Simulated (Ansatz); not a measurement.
Molecule: trifluoro(trifluoromethyl)germane, CF6Ge, charge 0, multiplicity 1. 
Coordinates optimised at B3LYP-D3(BJ)/def2-TZVP (Ansatz, a first-principles code):
```
Ge
F 1 1.7128
F 1 1.7128 2 107.82
F 1 1.7128 2 107.82 3 -116.17
C 1 2.0120 2 111.07 4 -121.91
F 5 1.3397 1 110.51 2 60.00
F 5 1.3397 6 108.41 1 -121.26
F 5 1.3397 6 108.41 7 -117.49
```

Total electronic energies in hartree. Cores are frozen in the correlated levels unless marked. Spin-orbit coupling is left out. The frozen core is the preceding noble-gas configuration, with the filled d and f shells of earlier blocks. No relativistic terms. Basis-set limits of correlation are two-point, X^-3; Hartree-Fock from the larger set.

```csv
level,program,energy (Eh)
HF/aug-cc-pVTZ,Ansatz,-2710.28210
HF/cc-pVTZ,Ansatz,-2710.26928
PBE0/def2-TZVPD,Ansatz,-2713.70552
PBE0/def2-QZVPP,Ansatz,-2713.78014
CAM-B3LYP-D3(BJ)/def2-TZVPD,Ansatz + dftd3,-2714.55932
RPA@PBE/cc-pVQZ,Ansatz,-2713.11495
MP2/aug-cc-pVTZ,Ansatz,-2712.10051
SCS-MP2/aug-cc-pVDZ,Ansatz,-2711.42255
"CCSD(T)/CBS(cc-pVTZ,cc-pVQZ)",Ansatz,-2712.4295
```

Totals of different functionals don't rank their quality; only differences between species are comparable.
